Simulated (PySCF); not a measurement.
**Successive ionisation energies of palladium**

Calculated with PySCF 2.14, two-component X2C-1e (Gaussian nucleus, no Breit or QED terms), each ion in its own even-tempered basis; GMP2 freezes the deep shells of the larger ions and drops the highest virtual spinors; eV.

```csv
ion,configuration,GHF (spin-free),GHF (screened spin-orbit),GMP2 (screened spin-orbit),NIST,kind
Pd²⁴⁺,[Ar] 3d4,1217.8,1217.0,1217.4,1218 ± 4,theoretical
Pd²⁵⁺,[Ar] 3d3,1289.7,1289.5,1289.7,1290 ± 4,theoretical
Pd²⁶⁺,[Ar] 3d2,1363.3,1365.8,1365.7,1366 ± 4,theoretical
Pd²⁷⁺,[Ar] 3d1,1433.7,1438.2,1438.0,1438 ± 4,theoretical
Pd²⁸⁺,[Ar],1656.4,1644.6,1645.4,1644 ± 5,semi-empirical
Pd²⁹⁺,[Ne] 3s2 3p5,1720.4,1710.6,1711.6,1706.2 ± 1.8,semi-empirical
Pd³⁰⁺,[Ne] 3s2 3p4,1785.2,1784.0,1784.3,1781.3 ± 2.3,semi-empirical
Pd³¹⁺,[Ne] 3s2 3p3,1873.4,1853.7,1853.9,1869 ± 7,semi-empirical
Pd³²⁺,[Ne] 3s2 3p2,1939.9,1958.6,1960.4,1962 ± 4,semi-empirical
Pd³³⁺,[Ne] 3s2 3p1,2007.8,2035.1,2035.5,2016 ± 9,semi-empirical
Pd³⁴⁺,[Ne] 3s2,2174.8,2174.7,2178.0,2181 ± 3,semi-empirical
Pd³⁵⁺,[Ne] 3s1,2248.7,2248.6,2249.3,2248.87 ± 0.07,semi-empirical
```
